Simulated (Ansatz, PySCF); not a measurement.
Gas-phase reaction in SMILES: O=C1CC1 + H+ → [OH+]=C1CC1
Structures are relaxed separately at B3LYP-D3(BJ)/def2-TZVP in Ansatz (a program for electronic structure).

Property: proton affinity (enthalpy at 298 K, with B3LYP-D3(BJ) rigid-rotor harmonic-oscillator terms from PySCF), positive where the reaction releases energy, in kcal/mol. Correlated levels leave the core frozen unless marked. No spin-orbit coupling. Non-relativistic unless marked X2C. Basis-set limits of correlation are two-point, X^-3; Hartree-Fock from the larger set.

| level | program | proton affinity (kcal/mol) |
|---|---|---|
| HF/6-31G* | Ansatz | 187.7 |
| HF/cc-pVDZ | Ansatz | 190.8 |
| HF/cc-pVQZ | Ansatz | 191.9 |
| PBE0/6-31G* | Ansatz | 185.8 |

Q: What does CCSD(T)/CBS(cc-pVTZ,cc-pVQZ) (Ansatz) give?

A: 184.5 kcal/mol
